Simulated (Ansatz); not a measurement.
System: Si₄H₁₀, charge 0, multiplicity 1. 
Structure (B3LYP-D3(BJ)/def2-TZVP (Ansatz, a program for electronic structure) minimum search):
```xyz
14

Si    -2.0827     1.1669    -0.0865
Si    -1.1797    -0.9544     0.3378
Si     1.1144    -0.7544     0.7783
Si     2.1440     0.4349    -0.9597
H     -1.7993     2.0732     1.0531
H     -1.4564     1.7351    -1.3047
H     -3.5503     1.1029    -0.2906
H     -1.3719    -1.8141    -0.8587
H     -1.8829    -1.5895     1.4821
H      1.7421    -2.0931     0.9232
H      1.3020    -0.0145     2.0531
H      1.5919     1.8104    -1.0110
H      1.8698    -0.2293    -2.2574
H      3.6123     0.5174    -0.7677
```

Basis-set convergence of Hartree-Fock and MP2 correlation energies (hartree) with Ansatz. Valence correlation only, unless marked. No spin-orbit coupling. Non-relativistic.

| basis | functions | E(HF) | E(corr, MP2) |
|---|---|---|---|
| aug-cc-pV(D+d)Z | 218 | -1161.55943 | -0.43358 |
| aug-cc-pV(T+d)Z | 450 | ___ | ___ |

Task: What belongs in the gaps?

Result: 
- aug-cc-pV(T+d)Z, E(HF): -1161.60378
- aug-cc-pV(T+d)Z, E(corr, MP2): -0.52220
